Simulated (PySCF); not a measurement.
## A survey of ³¹P NMR shifts

[PySCF 2.14: geometry: GFN2-xTB; shieldings: GIAO PBE0/pcSseg-1; non-relativistic Hamiltonian; single conformer; one averaged value for each set of equivalent atoms; no solvent model]

Shieldings were converted by a linear fit to measured shifts: ³¹P: δ = 270.09 − 0.828σ (rms 18.1 ppm, 64 shifts vs H3PO4, solution or neat liquid). Occasional misses reach two or three times the rms, and more in compound classes unlike the fitted ones.

Problem. Give the ³¹P shifts of `C#C/C(=C\[SiH3])[SiH2]P`, `C#C[SiH2]/C=C\[SiH2]P`, `OC/P=P\CP`.

Solution. 
| compound | environment | δ (ppm) |
| --- | --- | --- |
| C#C/C(=C\[SiH3])[SiH2]P | phosphorus bonded to Si, 2 H | -234.6 |
| C#C[SiH2]/C=C\[SiH2]P | phosphorus bonded to Si, 2 H | -233.0 |
| [OH:1][CH2:2]/[P:3]=[P:4]\[CH2:5][PH2:6] | P3: phosphorus bonded to C, P | 507.6 |
| [OH:1][CH2:2]/[P:3]=[P:4]\[CH2:5][PH2:6] | P4: phosphorus bonded to C, P | 473.2 |
| [OH:1][CH2:2]/[P:3]=[P:4]\[CH2:5][PH2:6] | P6: phosphorus bonded to C, 2 H | -150.9 |

Problem. Match the shifts 34.3, -25.4, -243.0 ppm to `C#C/C([SiH3])=C/[SiH2]P`, `C=C(C)[P@@](=O)(O)C[SiH3]`, `COCP(CC#N)COC`.

Solution. 34.3: C=C(C)[P@@](=O)(O)C[SiH3] (phosphorus bonded to 2 C, 2 O); -25.4: COCP(CC#N)COC (phosphorus bonded to 3 C); -243.0: C#C/C([SiH3])=C/[SiH2]P (phosphorus bonded to Si, 2 H).
